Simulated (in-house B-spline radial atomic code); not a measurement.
A calculation on the germanium ion Ge⁴⁺ (an excited or competing configuration): its settings, and results tabulated from the run. Method: non-relativistic TPSSh, spin-polarised, spherical fractional occupations, exact exchange averaged over the configuration, point nucleus. Calculated with an all-electron radial atomic-structure program (B-spline basis).

Command:
```bash
python run_scf.py task.json out
```
Settings:
```
Z                32
configuration    [Ne] 3s2 3p5 3d10 4p1
hamiltonian      nr
method           tpssh
spin_polarised   True
exact_exchange   averaged over the configuration
```

Output (hartree, bohr):
```
 radial grid: 49 intervals, B-splines of order 8, outer radius 22.1277 bohr

 iter        energy (Eh)    residual
    1       -2068.442157    4.85e-02
    2       -2068.444593    1.38e-03
    3       -2068.444611    4.68e-04
    4       -2068.444612    2.23e-04
    5       -2068.444612    1.84e-05
    6       -2068.444612    3.00e-06
    7       -2068.444612    1.88e-06
    8       -2068.444612    5.18e-07
    9       -2068.444612    1.50e-08

 total energy                     -2068.44461
 kinetic                            2067.2131
 electron-nucleus                  -4887.2691
 Hartree                             828.3917
 exact exchange                       -7.4230
 exchange-correlation                -69.3573

 orbital      occ     eigenvalue          <r>       <r^2>       <1/r>     <1/r^3>       <r^4>       r_max
 1s up      1.000      -400.9768    0.0478269  0.00306397      31.516           - 2.38841e-05     0.03158
 1s down    1.000      -400.9448    0.0478245  0.00306364     31.5172           -  2.3879e-05     0.03158
 2s up      1.000       -51.9482     0.213491   0.0536867     6.93217           -  0.00497806      0.1792
 2s down    1.000       -51.9323     0.213459   0.0536613     6.93167           -  0.00496951      0.1792
 2p up      3.000       -46.4622     0.185101   0.0419123     6.89578     939.792  0.00352234      0.1425
 2p down    3.000       -46.4295     0.185148   0.0419296     6.89368     939.031  0.00352392      0.1426
 3s up      1.000        -8.4712      0.62795    0.453465     2.25321           -    0.327147      0.5488
 3s down    1.000        -8.3701     0.629003    0.454967     2.24811           -    0.329241      0.5494
 3p up      3.000        -6.6297     0.641228    0.481566     2.13627     128.624    0.393616      0.5439
 3p down    2.000        -6.5474     0.642347    0.483235     2.13265     128.231    0.396059      0.5446
 3d up      5.000        -3.4225     0.684867    0.582561     1.86197     15.3189    0.734738      0.4963
 3d down    5.000        -3.3497     0.685779    0.584071     1.86037     15.3146    0.737113      0.4964
 4p up      1.000        -1.6636      1.93686     4.23862    0.674619     14.9105     26.9296        1.73
```

Time taken, with all properties: 0.3 s on 1 thread of AMD EPYC 7R43 64-Core Processor, with other jobs on the host.
